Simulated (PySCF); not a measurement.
**Removal energies of La⁴⁷⁺ from EOM-IP-GCCSD**

Reference: closed-shell La⁴⁷⁺, [Ne]; one electron is removed. Calculated with PySCF 2.14, two-component X2C-1e with screened spin-orbit coupling, an uncontracted even-tempered set (17 s from 6.3 bohr⁻², ratio 2.6; 13 p from 8.2 bohr⁻², ratio 2.6; 6 d from 8.4 bohr⁻², ratio 2.8; 3 f from 190 bohr⁻², ratio 2.8); frozen 1s2; the 48 highest virtual spinors dropped; of the others 44 kept and the rest restored at second order. No Breit or QED terms. Binding energies in eV.

```json
{"level": "2s1/2", "Koopmans": "9439.1", "second order": "9436.0", "EOM-CCSD": "9436.0"}
{"level": "2p1/2", "Koopmans": "9112.6", "second order": "9110.3", "EOM-CCSD": "9110.3"}
{"level": "2p3/2", "Koopmans": "8679.6", "second order": "8677.8", "EOM-CCSD": "8677.8"}
```

For comparison, the ionisation energy of La⁴⁷⁺ is 8669 ± 4 eV (theoretical estimate listed by NIST; NIST Atomic Spectra Database, ionization energies).
